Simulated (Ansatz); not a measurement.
C2H6Cl2GeO (SMILES CC[O][GeH]([Cl])[Cl]), singlet, at a GFN2-xTB geometry, atoms displaced at random by about 0.08 Å a coordinate; PBE0/STO-3G, gradient in Ansatz (a quantum-chemistry and plane-wave program).

Here is a job for Ansatz.
Ansatz 0.2 input:
```yaml
crystal:
  periodic: [false, false, false]
  atoms:
    - {symbol: Ge, position_ang: [0.40245856, 0.16347277, 0.50678408]}
    - {symbol: Cl, position_ang: [1.87374986, -1.23974259, -0.01536182]}
    - {symbol: Cl, position_ang: [0.74461209, 1.87318294, -0.64078848]}
    - {symbol: O, position_ang: [-1.17384238, -0.47360745, 0.25654069]}
    - {symbol: C, position_ang: [-1.89601173, -0.88399228, -0.91444217]}
    - {symbol: C, position_ang: [-3.35260521, -0.76924958, -0.71773444]}
    - {symbol: H, position_ang: [0.34781846, 0.44915096, 2.04049769]}
    - {symbol: H, position_ang: [-1.54154562, 0.07674782, -1.50652517]}
    - {symbol: H, position_ang: [-1.54612760, -1.92579482, -1.14848431]}
    - {symbol: H, position_ang: [-3.65287369, 0.19436348, -0.31901193]}
    - {symbol: H, position_ang: [-3.82777729, -1.04460717, -1.34929742]}
    - {symbol: H, position_ang: [-3.55692060, -1.44630422, 0.03862379]}
basis:
  gaussian:
    orbitals: STO-3G
hamiltonian:
  xc: pbe0
output: {forces: true}
```

**Question.** Write the output that Ansatz gives for this input, abridged.

**Answer.** 
```
Functional definition: PBE0
683 factors; integrals over basis functions are off by at most 3.6e-5 eV
mean field evaluation 1: about -84782.9248 eV, gradient 3.1e1 eV
mean field evaluation 2: about -84783.1755 eV, gradient 3.3e1 eV
mean field evaluation 4: about -84786.5214 eV, gradient 9.9e-1 eV
mean field evaluation 8: about -84786.5150 eV, gradient 1.2e-2 eV
mean field -84786.51502971 eV, -3115.8469569778 hartree, gradient 1.5e-5 eV, S^2 0.000000; 0 other end points of the search recorded, 0 dependent functions left out
the calculation of the forces begins
reference -84786.51505039 eV, -3115.8469577378 hartree; 46, 46 occupied and 11, 11 virtual orbitals, 683 factors
Total energy: -84786.51505039 eV, -3115.8469577378 hartree
Atom 0 at     0.402459     0.163473     0.506784 Å, force    -3.223156    -1.040418     2.296547 eV/Å
Atom 1 at     1.873750    -1.239743    -0.015362 Å, force     0.874658    -0.713281    -0.209217 eV/Å
Atom 2 at     0.744612     1.873183    -0.640788 Å, force     0.228893     1.115090    -0.705896 eV/Å
Atom 3 at    -1.173842    -0.473607     0.256541 Å, force     1.154723     0.134369     3.665862 eV/Å
Atom 4 at    -1.896012    -0.883992    -0.914442 Å, force     4.520936     4.006381    -1.797221 eV/Å
Atom 5 at    -3.352605    -0.769250    -0.717734 Å, force    10.782730     7.224499    16.981050 eV/Å
Atom 6 at     0.347818     0.449151     2.040498 Å, force     0.346919    -0.291442    -2.063862 eV/Å
Atom 7 at    -1.541546     0.076748    -1.506525 Å, force    -1.028153    -3.130826    -1.385810 eV/Å
Atom 8 at    -1.546128    -1.925795    -1.148484 Å, force    -0.308849     0.689196    -1.056372 eV/Å
Atom 9 at    -3.652874     0.194363    -0.319012 Å, force    -0.003680     0.398742    -0.418619 eV/Å
Atom 10 at    -3.827777    -1.044607    -1.349297 Å, force   -12.474351    -6.596403   -17.851030 eV/Å
Atom 11 at    -3.556921    -1.446304     0.038624 Å, force    -0.870668    -1.795906     2.544567 eV/Å
Dipole moment:    -0.526919    -0.117835     0.214474 e Å
```
